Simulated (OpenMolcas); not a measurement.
Mo3+: effect of the active space

```json
{
 "Program": "OpenMolcas",
 "Method": "MS-CASPT2 or its RAS form, IPEA 0.25 Eh, imaginary shift 0.1 Eh",
 "Basis": "ANO-RCC-VQZP",
 "Scalar Hamiltonian": "DKH2, point nucleus",
 "Spin-orbit coupling": "state interaction with AMFI integrals over the reference wave functions, term energies averaged over their components"
}
```

A. 3 electrons in 5 orbitals (4d); 2S+1 = 4 even, 10 roots; 2S+1 = 2 even, 40 roots; closed shells correlated: 4s 4p; CASPT2 step roughly 21 core-seconds
B. 9 electrons in 8 orbitals (RAS1 4p, at most 2 holes; RAS2 4d); 2S+1 = 4 even, 10 roots; 2S+1 = 2 even, 40 roots; closed shells correlated: 4s; CASPT2 step about 60 core-seconds
C. 3 electrons in 10 orbitals (4d 5d); 2S+1 = 4 even, 10 roots; 2S+1 = 2 even, 40 roots; closed shells correlated: 4s 4p; CASPT2 step about 7 core-minutes

Energies in cm⁻¹ above 4d³ ⁴F_3/2, the measured ground level; measured values from Sugar and Musgrove, J. Phys. Chem. Ref. Data 17, 155 (1988).

```tsv
Level	A	B	C	Measured
4d³ ⁴F_3/2	0.0	0.0	0.0	0.0
4d³ ⁴F_5/2	756	793	761	778
4d³ ⁴F_7/2	1709	1790	1720	1760
4d³ ⁴F_9/2	2790	2920	2810	2865
4d³ ⁴P_3/2	10790	10630	10420	10331
4d³ ⁴P_1/2	10850	10700	10480	10338
4d³ ²G_7/2	11680	11810	11490	11580
4d³ ⁴P_5/2	12100	12030	11800	11612
4d³ ²G_9/2	12430	12530	12260	12311
4d³ ²P_1/2	14440	14270	13810	14348
4d³ ²H_9/2	16340	16240	16170	15995
4d³ ²H_11/2	16740	16590	16600	16357
4d³ ²D_5/2(1)	17210	17490	17010	16809
4d³ ²D_3/2(1) [60 %]	17290	17430	16920	17107
4d³ ²F_7/2	25420	25360	25260	24787
4d³ ²F_5/2	25750	25700	25590	25100
4d³ ²D_5/2(2)	40160	39800	40210	38922
4d³ ²D_3/2(2)	40590	40200	40580	39231
```

Deviations, from unrounded energies. A percentage is the sum of absolute deviations over the sum of measured energies, with the sign that they share, or ± where signs differ.

```
                        Against measurement  Levels     A     B     C
             mean absolute deviation (cm-1)      17   420   360   330
      fine structure of the ground term (%)       3  -2.7  +1.8  -2.1
other terms of the ground configuration (%)      14  +2.6  ±2.3  ±2.1
```

C lies closest to measurement on these levels and A furthest from it. The largest miss of C in the table is 4d³ ²D_3/2(2), by +1300 cm-1. The ranking rests on the paired levels alone, and a cruder setting can come out closer through cancelling errors.

The two smallest mean deviations differ by little beside CASPT2's spread within terms, so their order carries little weight.

Among A to C the level of the table that moves most is 4d³ ²P_1/2, by 630 cm-1 (lowest in C, highest in A). Moves below CASPT2's spread within the term are not significant.

CASPT2 does not keep the components of a term degenerate, so their means are used; among the terms shown or strongly mixed into the levels shown the widest spread is 1400 cm-1 (4d³ ⁴F, B). The CASPT2 spread within a term exceeds the gap to the next term for 4d³ ²H and 4d³ ²D(1), so the order of their levels is uncertain. Active for correlation alone: 4p; no level in the range computed is led by a configuration that opens it, so any true level of that kind is missing (holds for B). Active for correlation alone: 5d; no level in the range computed is led by a configuration that fills it, so any true level of that kind is missing (holds for C). Measured partners are found by configuration, term and J. A level has none where our copy of the source lacks it or the pairing is in doubt (some pairs that miss far off the trend of their configuration count as doubtful), and it then counts in no deviation. Levels of configurations outside the active space are missing. Levels that lie high or do not pair safely by name in every column are left out.

A share in square brackets marks a mixed level and gives the weight of the term that names it, the lowest over the columns. A number in round brackets counts repeated terms of one configuration in the order of the reference energies.
